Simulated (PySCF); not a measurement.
**AlBr and its ions**

revPBE; basis Al def2-TZVPPD, Br def2-TZVPPD; no relativity; PySCF 2.14. Neutral (UKS): singlet (closed shell), Re = 2.347 Å, ωe = 353 cm⁻¹, De = 4.50 eV, HOMO -6.03 eV, LUMO -2.50 eV.

AlBr⁺ (UKS): doublet (σ ↑), Re = 2.209 Å, ωe = 439 cm⁻¹, De = 1.70 eV to Al⁺ + Br. The energies at the minima are -2816.37031 hartree for AlBr and -2816.04447 for AlBr⁺.

**Question.** Work out the adiabatic ionisation energy, without and with harmonic zero-point energies (1 hartree = 27.2114 eV, 1 eV = 8065.5 cm⁻¹), and the change of the bond length.

**Answer.** At revPBE: 0.32584 hartree = 8.867 eV between the minima; the zero-point term (439.0 − 353.0)/2 cm⁻¹ = +0.005 eV makes it 8.872 eV. Re changes by -13.8 pm against the neutral. Minus the HOMO energy is 6.03 eV, -2.84 eV from the value between the minima; self-interaction puts the Kohn–Sham level too high, less so with exact exchange. The electron leaves a σ orbital, and the shorter bond of the ion fits an antibonding orbital, or a change in how ionic the bond is.

Spin–orbit coupling is left out. For an ion De counts to the pair picked by the measured ionisation energies or electron affinities, which need not be the lowest pair at this level. States were picked by a PBE0 search and need not be the measured ground states.
